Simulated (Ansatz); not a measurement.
Ansatz (a quantum-chemistry and plane-wave program) input (B3LYP-D3(BJ)/def2-TZVP):

Ansatz 0.2 input:
```yaml
crystal:
  periodic: [false, false, false]
  atoms:
    - {symbol: Cu, position_ang: [-0.34363524, -0.13852505, -0.26355625]}
    - {symbol: O, position_ang: [1.11958749, 0.34008522, 0.84044434]}
    - {symbol: H, position_ang: [1.00872216, 1.29654475, 0.91957655]}
basis:
  gaussian:
    orbitals: def2-TZVP
hamiltonian:
  xc: b3lyp
  dispersion: d3bj
total_charge: -1
magnetization: {spin_polarized: true, initial_magnetization: 1}
phonons: {temperatures: {t_min: 298.15, t_max: 298.15, t_step: 100}}
```

Output:

```
Functional definition: B3LYP
integrals: 0.02 GiB planned
737 factors; their error is unknown
mean field: 0.30 GiB planned
mean field evaluation 1: about -46662.7144 eV, gradient 1.6e2 eV
mean field evaluation 2: about -46523.3908 eV, gradient 3.1e2 eV
mean field evaluation 4: about -46686.8167 eV, gradient 7.1e1 eV
mean field evaluation 8: about -46706.8030 eV, gradient 1.0e-1 eV
mean field evaluation 16: about -46706.8294 eV, gradient 2.5e-3 eV
mean field -46706.82939817 eV, -1716.4443213568 hartree, gradient 1.9e-5 eV, S^2 0.753830; 0 other end points of the search recorded, 0 dependent functions left out
the calculation of the forces begins
reference -46706.82958925 eV, -1716.4443283787 hartree; 20, 19 occupied and 62, 63 virtual orbitals, 737 factors
these checks for a lower state are left out or cut short: stability, starts, cluster_reference, orbital_swaps, neighbouring_geometries, increment
integrals: 0.02 GiB planned
737 factors; their error is unknown
mean field: 0.30 GiB planned
mean field -46706.82936696 eV, -1716.4443202096 hartree, gradient 1.5e-6 eV, S^2 0.753837; 0 other end points of the search recorded, 0 dependent functions left out
the calculation of the forces begins
reference -46706.82955791 eV, -1716.4443272269 hartree; 20, 19 occupied and 62, 63 virtual orbitals, 737 factors
these checks for a lower state are left out or cut short: stability, starts, cluster_reference, orbital_swaps, neighbouring_geometries, increment
integrals: 0.02 GiB planned
737 factors; their error is unknown
mean field: 0.30 GiB planned
mean field evaluation 32: about -46706.8294 eV, gradient 6.0e-5 eV
mean field -46706.82936783 eV, -1716.4443202418 hartree, gradient 2.4e-6 eV, S^2 0.753823; 0 other end points of the search recorded, 0 dependent functions left out
the calculation of the forces begins
reference -46706.82955903 eV, -1716.4443272681 hartree; 20, 19 occupied and 62, 63 virtual orbitals, 737 factors
these checks for a lower state are left out or cut short: stability, starts, cluster_reference, orbital_swaps, neighbouring_geometries, increment
integrals: 0.02 GiB planned
737 factors; their error is unknown
mean field: 0.30 GiB planned
mean field -46706.82939760 eV, -1716.4443213359 hartree, gradient 7.2e-7 eV, S^2 0.753828; 0 other end points of the search recorded, 0 dependent functions left out
the calculation of the forces begins
reference -46706.82958871 eV, -1716.4443283588 hartree; 20, 19 occupied and 62, 63 virtual orbitals, 737 factors
these checks for a lower state are left out or cut short: stability, starts, cluster_reference, orbital_swaps, neighbouring_geometries, increment
integrals: 0.02 GiB planned
737 factors; their error is unknown
mean field: 0.30 GiB planned
mean field -46706.82939462 eV, -1716.4443212263 hartree, gradient 6.8e-7 eV, S^2 0.753832; 0 other end points of the search recorded, 0 dependent functions left out
the calculation of the forces begins
reference -46706.82958567 eV, -1716.4443282471 hartree; 20, 19 occupied and 62, 63 virtual orbitals, 737 factors
these checks for a lower state are left out or cut short: stability, starts, cluster_reference, orbital_swaps, neighbouring_geometries, increment
integrals: 0.02 GiB planned
737 factors; their error is unknown
mean field: 0.30 GiB planned
mean field -46706.82936243 eV, -1716.4443200432 hartree, gradient 1.1e-6 eV, S^2 0.753825; 0 other end points of the search recorded, 0 dependent functions left out
the calculation of the forces begins
reference -46706.82955361 eV, -1716.4443270690 hartree; 20, 19 occupied and 62, 63 virtual orbitals, 737 factors
these checks for a lower state are left out or cut short: stability, starts, cluster_reference, orbital_swaps, neighbouring_geometries, increment
integrals: 0.02 GiB planned
737 factors; their error is unknown
mean field: 0.30 GiB planned
mean field evaluation 64: about -46706.8294 eV, gradient 1.3e-6 eV
mean field -46706.82936912 eV, -1716.4443202892 hartree, gradient 1.3e-6 eV, S^2 0.753835; 0 other end points of the search recorded, 0 dependent functions left out
the calculation of the forces begins
reference -46706.82956009 eV, -1716.4443273072 hartree; 20, 19 occupied and 62, 63 virtual orbitals, 737 factors
these checks for a lower state are left out or cut short: stability, starts, cluster_reference, orbital_swaps, neighbouring_geometries, increment
integrals: 0.02 GiB planned
737 factors; their error is unknown
mean field: 0.30 GiB planned
mean field -46706.82932172 eV, -1716.4443185474 hartree, gradient 9.0e-7 eV, S^2 0.753834; 0 other end points of the search recorded, 0 dependent functions left out
the calculation of the forces begins
reference -46706.82951280 eV, -1716.4443255694 hartree; 20, 19 occupied and 62, 63 virtual orbitals, 737 factors
these checks for a lower state are left out or cut short: stability, starts, cluster_reference, orbital_swaps, neighbouring_geometries, increment
integrals: 0.02 GiB planned
737 factors; their error is unknown
mean field: 0.30 GiB planned
mean field -46706.82932147 eV, -1716.4443185381 hartree, gradient 1.1e-6 eV, S^2 0.753827; 0 other end points of the search recorded, 0 dependent functions left out
the calculation of the forces begins
reference -46706.82951254 eV, -1716.4443255598 hartree; 20, 19 occupied and 62, 63 virtual orbitals, 737 factors
these checks for a lower state are left out or cut short: stability, starts, cluster_reference, orbital_swaps, neighbouring_geometries, increment
integrals: 0.02 GiB planned
737 factors; their error is unknown
mean field: 0.30 GiB planned
mean field -46706.82939662 eV, -1716.4443212998 hartree, gradient 1.8e-6 eV, S^2 0.753828; 0 other end points of the search recorded, 0 dependent functions left out
the calculation of the forces begins
reference -46706.82958771 eV, -1716.4443283222 hartree; 20, 19 occupied and 62, 63 virtual orbitals, 737 factors
these checks for a lower state are left out or cut short: stability, starts, cluster_reference, orbital_swaps, neighbouring_geometries, increment
integrals: 0.02 GiB planned
737 factors; their error is unknown
mean field: 0.30 GiB planned
mean field -46706.82938906 eV, -1716.4443210217 hartree, gradient 1.6e-6 eV, S^2 0.753832; 0 other end points of the search recorded, 0 dependent functions left out
the calculation of the forces begins
reference -46706.82958011 eV, -1716.4443280430 hartree; 20, 19 occupied and 62, 63 virtual orbitals, 737 factors
these checks for a lower state are left out or cut short: stability, starts, cluster_reference, orbital_swaps, neighbouring_geometries, increment
integrals: 0.02 GiB planned
737 factors; their error is unknown
mean field: 0.30 GiB planned
mean field evaluation 96: about -46706.8293 eV, gradient 4.5e-4 eV
mean field -46706.82932046 eV, -1716.4443185010 hartree, gradient 1.8e-6 eV, S^2 0.753829; 0 other end points of the search recorded, 0 dependent functions left out
the calculation of the forces begins
reference -46706.82951150 eV, -1716.4443255216 hartree; 20, 19 occupied and 62, 63 virtual orbitals, 737 factors
these checks for a lower state are left out or cut short: stability, starts, cluster_reference, orbital_swaps, neighbouring_geometries, increment
integrals: 0.02 GiB planned
737 factors; their error is unknown
mean field: 0.30 GiB planned
mean field -46706.82932369 eV, -1716.4443186197 hartree, gradient 2.2e-6 eV, S^2 0.753832; 0 other end points of the search recorded, 0 dependent functions left out
the calculation of the forces begins
reference -46706.82951480 eV, -1716.4443256428 hartree; 20, 19 occupied and 62, 63 virtual orbitals, 737 factors
Total energy: -46706.87589920 eV, -1716.4460302380 hartree
Atom 0 at    -0.343635    -0.138525    -0.263556 Å, force    -0.000028    -0.000048    -0.000027 eV/Å
Atom 1 at     1.119587     0.340085     0.840444 Å, force    -0.000028     0.000032    -0.000014 eV/Å
Atom 2 at     1.008722     1.296545     0.919577 Å, force     0.000056     0.000016     0.000042 eV/Å
Dipole moment:    -0.176777     0.253245    -0.082371 e Å
Vibrations: 465.12 690.45 3736.95 cm⁻¹, zero-point energy 0.303298 eV
```

The spin state was set by rule; other spins were not relaxed.
